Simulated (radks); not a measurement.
The numbers below are computed, except where a source is named.
Q: Neutral barium, 56 electrons, occupied as [Xe] 6s2 (the NIST ground configuration). Code: a radial shooting solver on a logarithmic mesh with Libxc functionals. Model: non-relativistic Kohn-Sham, r2SCAN, spin-polarised, spherical densities, point nucleus; meta-GGA in the generalised Kohn-Sham scheme; relativity is left out, which matters for an element this heavy. Some entries of the table are withheld. Estimate them.

orbital  occ.  eigenvalue (eV)  <r^2> (bohr^2)
1s          2        -35625.03       0.0009846
2s          2        -5496.705         0.01590
2p          6        -5182.711             (1)
3s          2        -1166.128          0.1066
3p          6        -1031.599          0.1014
3d         10        -782.1398         0.08404
4s          2        -230.8723          0.5577
4p          6        -181.2646             (2)
4d         10         -95.2463          0.7359
5s          2         -32.5310             (3)
5p          6              (4)           4.251
6s          2          -3.1677           28.69

A: 
(1) 2p <r^2> (bohr^2): 0.01191
(2) 4p <r^2> (bohr^2): 0.6024
(3) 5s <r^2> (bohr^2): 3.301
(4) 5p eigenvalue (eV): -19.6498
